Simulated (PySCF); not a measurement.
# From a log to its input

A PySCF 2.14 run on the atoms S 0 0 0; I 0 0 2.275 (angstrom) printed this (some set-up lines and the per-cycle HOMO/LUMO lines with their warnings removed):

```
PySCF version 2.14.0


nuclear repulsion = 9.76942543236923
number of shells = 8
number of NR pGTOs = 36
number of NR cGTOs = 16
basis = sbkjc
ecp = {'S': 'sbkjc', 'I': 'sbkjc'}

******** <class 'pyscf.dft.uks.UKS'> ********
method = UKS
initial guess = minao
damping factor = 0
level_shift factor = 0
DIIS = <class 'pyscf.scf.diis.CDIIS'>
SCF conv_tol = 1e-09
SCF max_cycles = 50
number electrons alpha = 7  beta = 5
XC functionals = lc_wpbe

grids dens level: 3
tot grids = 40840
init E= -20.9212130386958

cycle= 1 E= -21.0966337707604  delta_E= -0.175  |g|= 0.32  |ddm|= 2.03
cycle= 2 E= -21.142128477749  delta_E= -0.0455  |g|= 0.253  |ddm|= 0.841
cycle= 3 E= -21.1970105447082  delta_E= -0.0549  |g|= 0.0562  |ddm|= 0.423
cycle= 4 E= -21.2000014806965  delta_E= -0.00299  |g|= 0.00746  |ddm|= 0.0869
cycle= 5 E= -21.2001926753543  delta_E= -0.000191  |g|= 0.00386  |ddm|= 0.0299
cycle= 6 E= -21.2002753067365  delta_E= -8.26e-05  |g|= 0.00188  |ddm|= 0.0229
cycle= 7 E= -21.2002968595098  delta_E= -2.16e-05  |g|= 0.000342  |ddm|= 0.0158
cycle= 8 E= -21.2002976871936  delta_E= -8.28e-07  |g|= 0.00011  |ddm|= 0.00393
cycle= 9 E= -21.200297748137  delta_E= -6.09e-08  |g|= 4.65e-05  |ddm|= 0.000625
cycle= 10 E= -21.2002977627696  delta_E= -1.46e-08  |g|= 7.22e-06  |ddm|= 0.00047
cycle= 11 E= -21.2002977628938  delta_E= -1.24e-10  |g|= 9.57e-07  |ddm|= 3.65e-05
Extra cycle  E= -21.2002977628952  delta_E= -1.41e-12  |g|= 5.75e-07  |ddm|= 2.5e-06
converged SCF energy = -21.2002977628952  <S^2> = 2.0069317  2S+1 = 3.0046176
 ** Mulliken pop       alpha | beta **
pop of  0 S 3s        0.82716 | 0.82051
pop of  0 S 4s        0.18703 | 0.18401
pop of  0 S 3px       0.84434 | 0.18575
pop of  0 S 3py       0.84434 | 0.18575
pop of  0 S 3pz       0.52147 | 0.46740
pop of  0 S 4px       0.15620 | 0.07565
pop of  0 S 4py       0.15620 | 0.07565
pop of  0 S 4pz       0.03681 | 0.04106
pop of  1 I 5s        0.86435 | 0.86019
pop of  1 I 6s        0.15065 | 0.14424
pop of  1 I 5px       0.86480 | 0.61999
pop of  1 I 5py       0.86480 | 0.61999
pop of  1 I 5pz       0.43780 | 0.49769
pop of  1 I 6px       0.13465 | 0.11861
pop of  1 I 6py       0.13465 | 0.11861
pop of  1 I 6pz      -0.02525 | -0.01510
In total             7.00000 | 5.00000
 ** Mulliken atomic charges   ( Nelec_alpha | Nelec_beta ) **
charge of  0S =      0.39066  (     3.57355      2.03578 )
charge of  1I =      0.60934  (     3.42645      2.96422 )

WARN: System has nonzero charge 1; the dipole moment is origin-dependent.
Location of origin: [0. 0. 0.]

Dipole moment(X, Y, Z, Debye):  0.00000, -0.00000,  6.45142
orbital energies (hartree): [array([-0.762 , -0.6475, -0.6475, -0.2716,  0.0857,  0.0921]), array([-0.737 , -0.6676, -0.6676, -0.3497, -0.3497, -0.2501])]
```

Task: Write the input that gave this log.

Result: The input was:

```python
from pyscf import gto, dft

mol = gto.M(
    atom='S 0 0 0; I 0 0 2.275',
    basis='sbkjc',
    ecp={'S': 'sbkjc', 'I': 'sbkjc'},
    charge=1,
    spin=2,
    verbose=4,
)
mf = dft.UKS(mol, xc='lc_wpbe')
mf.kernel()
mf.mulliken_pop()
mf.dip_moment()
print('orbital energies (hartree):', [e[max(0, n-3):n+3].round(4) for e, n in zip(mf.mo_energy, mol.nelec)])
```

The bond length is a typed value, not an optimised one. The dipole of an ion depends on the origin. No search for the lowest solution was made.
